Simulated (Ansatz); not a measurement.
`C[S][Ge][OH]`, relaxed with RKS PBE0-D4/def2-TZVP in Ansatz from a PBE-D4/def2-SVP geometry. The force threshold is 0.005 eV/Å; the program also tests the step.

Charge 0, multiplicity 1.

Start:

```xyz
8

C     0.178    0.969    0.396
S     1.539    0.188   -0.547
Ge    0.697   -1.842   -1.208
O    -0.962   -1.790   -0.475
H    -0.758    1.017   -0.198
H     0.485    2.008    0.629
H    -0.008    0.441    1.354
H    -1.171   -0.991    0.048
```

Problem. By how much does the energy fall, and how many steps does the optimiser take? (An estimate is asked.)

Solution. Computed: 0.05 eV, in 8 steps.

Problem. Which bonds change most? (Best estimate.)

Solution. Ansatz gave: S2–Ge3 from 2.294 to 2.254 Å; Ge3–O4 from 1.814 to 1.787 Å; C1–S2 from 1.831 to 1.811 Å; C1–H5 from 1.110 to 1.091 Å.

Problem. Give the relaxed structure. (Estimate.)

Solution. Computed: 
```xyz
8

C     0.171    0.987    0.386
S     1.483    0.196   -0.580
Ge    0.703   -1.832   -1.179
O    -0.923   -1.826   -0.439
H    -0.733    1.123   -0.209
H     0.534    1.971    0.682
H    -0.052    0.420    1.291
H    -1.182   -1.039    0.048
```
